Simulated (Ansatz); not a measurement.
System: CuI, charge 0, multiplicity 1. SMILES: [Cu][I]
Coordinates optimised at B3LYP-D3(BJ)/def2-TZVP (Ansatz, an electronic-structure program):
```
Cu
I 1 2.3956
```
Charge 0, spin multiplicity 1.

Quantity: vertical electron affinity (to the doublet state of charge -1; a negative value means that the extra electron is unbound and the number depends on the basis; each state is the SCF solution reached for its spin; for the singlet T1 is 0.026), in eV. Cores are frozen in the correlated levels unless marked. Open shells are spin-unrestricted. Spin-orbit coupling is left out. The frozen core is the preceding noble-gas configuration, with the filled d and f shells of earlier blocks. In def2 rows, elements after Kr have scalar-relativistic effective core potentials. Anions need diffuse functions: def2-D sets add few. Basis-set limits of correlation are two-point, X^-3; Hartree-Fock from the larger set.

```
level                                 program  vertical electron affinity (eV)
------------------------------------  -------  -------------------------------
SVWN5/def2-TZVPD                       Ansatz                             1.55
PBE/def2-TZVPD                         Ansatz                             1.40
r2SCAN/def2-TZVPD                      Ansatz                             1.49
B3LYP/def2-TZVPD                       Ansatz                             1.38
PBE0/def2-TZVPD                        Ansatz                             1.31
BHLYP/def2-TZVPD                       Ansatz                             1.15
CAM-B3LYP/def2-TZVPD                   Ansatz                             1.37
wB97M-V/def2-TZVPD                     Ansatz                             1.20
wB97X-V/def2-TZVPD                     Ansatz                             1.21
wB97X/def2-TZVPD                       Ansatz                             1.18
CCSD/def2-SVPD                         Ansatz                             0.97
CCSD/def2-TZVPPD                       Ansatz                             1.12
CCSD/def2-QZVPPD                       Ansatz                             1.20
CCSD/CBS(def2-TZVPPD,def2-QZVPPD)      Ansatz                             1.25
CCSD(T)/def2-SVPD                      Ansatz                             1.02
CCSD(T)/def2-TZVPPD                    Ansatz                             1.20
CCSD(T)/def2-QZVPPD                    Ansatz                             1.29
CCSD(T)/CBS(def2-TZVPPD,def2-QZVPPD)   Ansatz                             1.35
```
